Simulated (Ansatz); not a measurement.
A CCSD(T) single point on `[SiH3][Si]1([SiH3])BC1`.

```yaml
crystal:
  periodic: [false, false, false]
  atoms:
    - {symbol: Si, position_ang: [-2.151330, 0.780820, 0.323237]}
    - {symbol: Si, position_ang: [-0.146201, -0.343103, -0.077545]}
    - {symbol: Si, position_ang: [1.288722, -0.583170, 1.731552]}
    - {symbol: B, position_ang: [0.171867, -0.972281, -1.870770]}
    - {symbol: C, position_ang: [1.091086, 0.174495, -1.610838]}
    - {symbol: H, position_ang: [-2.979732, 0.006642, 1.287761]}
    - {symbol: H, position_ang: [-1.907246, 2.131993, 0.898962]}
    - {symbol: H, position_ang: [-2.905833, 0.931992, -0.949335]}
    - {symbol: H, position_ang: [2.596648, -1.088064, 1.231840]}
    - {symbol: H, position_ang: [0.729015, -1.551179, 2.711914]}
    - {symbol: H, position_ang: [1.506212, 0.713805, 2.427755]}
    - {symbol: H, position_ang: [-0.447255, -1.347195, -2.812004]}
    - {symbol: H, position_ang: [1.157984, 1.036882, -2.272542]}
    - {symbol: H, position_ang: [1.982960, 0.079164, -0.991086]}
basis:
  gaussian: {orbitals: def2-TZVPP}
correlation: {method: ccsd_t}
```

```sh
$ ansatz run in.yaml --threads 4 --pin off --events-out ev --progress --plain --max-ram 10444MiB
```

The program prints (abridged):

```
Functional definition: HF
1785 factors; integrals over basis functions are off by at most 9.1e-4 eV
mean field evaluation 1: about -25426.1434 eV, gradient 3.4e1 eV
mean field evaluation 2: about -25426.4509 eV, gradient 3.4e1 eV
mean field evaluation 4: about -25430.6167 eV, gradient 4.6e0 eV
mean field evaluation 8: about -25430.7317 eV, gradient 2.1e-1 eV
mean field -25430.73202967 eV, -934.5621645211 hartree, gradient 8.2e-6 eV, S^2 0.000000; 1 other end points of the search recorded, 0 dependent functions left out
17 core orbitals not correlated: weight in the atoms' cores, before any rotation towards them, 1.000 or more for the frozen orbitals, at most 0.000 for the correlated occupied ones
reference -25430.73202967 eV, -934.5621645211 hartree; 14, 14 occupied and 283, 283 virtual orbitals, 1785 factors
second order -17.60542685 eV of doubles, -0.00000000 eV of singles
cycle   1  -18.93926420 eV  change    -1.3e0 eV  update   1.1e-1
cycle   2  -19.57048265 eV  change   -6.3e-1 eV  update   3.6e-2
cycle   3  -19.66725246 eV  change   -9.7e-2 eV  update   1.6e-2
cycle   4  -19.65853653 eV  change    8.7e-3 eV  update   5.5e-3
cycle   5  -19.65678189 eV  change    1.8e-3 eV  update   2.6e-3
cycle   6  -19.65634198 eV  change    4.4e-4 eV  update   1.1e-3
cycle   7  -19.65636762 eV  change   -2.6e-5 eV  update   4.7e-4
cycle   8  -19.65662446 eV  change   -2.6e-4 eV  update   2.1e-4
cycle   9  -19.65664276 eV  change   -1.8e-5 eV  update   7.6e-5
cycle  10  -19.65660044 eV  change    4.2e-5 eV  update   3.5e-5
cycle  11  -19.65661383 eV  change   -1.3e-5 eV  update   1.9e-5
perturbative correction -0.87654795 eV, -0.0322125432 hartree
Total energy: -25451.26519146 eV, -935.3167442989 hartree
```

It took 7.4 min on 4 threads of an Intel Xeon Platinum 8375C on a shared host, with 4 GiB of host memory at the peak.

MP2 recovers 85.7 % of the CCSD(T) correlation energy and the triples give 4.3 %; T1 = 0.0149.
